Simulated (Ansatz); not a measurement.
Reaction (redistribution): `BN1B[SiH2]1` + `BCB(C)F` → `BCB(B)F` + `CN1B[SiH2]1`

Gas-phase electronic energies from Ansatz, PBE0-D4/def2-TZVP geometries. CCSD(T)/CBS is the MP2 limit (def2-TZVPP, def2-QZVPP) plus CCSD(T) − MP2 in def2-TZVPP, frozen cores. DFT in def2-TZVPP. B3LYP here is the variant with VWN-RPA as its local correlation; programs differ in this. Each species was taken in one conformer, which may not be the lowest.

(1) Is it downhill or uphill in electronic energy at CCSD(T)/CBS, and by how much? (Best estimate.)

(2) What do these levels give: B3LYP-D4, r2SCAN, SCS-MP2/def2-TZVPP, CCSD/def2-TZVPP, SCS-MP2/def2-QZVPP, HF/CBS(def2)? (Estimate.)

Largest T1 diagnostic among the species: 0.014.

Answers

(1) Ansatz gave: Uphill: ΔE = +1.96 eV.

(2) Ansatz gave: B3LYP-D4 1.94, r2SCAN 1.96, SCS-MP2/def2-TZVPP 1.98, CCSD/def2-TZVPP 1.96, SCS-MP2/def2-QZVPP 1.98, HF/CBS(def2) 2.03 eV.

From PBE to PBE0 (25 % exact exchange), in def2-TZVPP and without D4, ΔE moves by +0.06 eV.
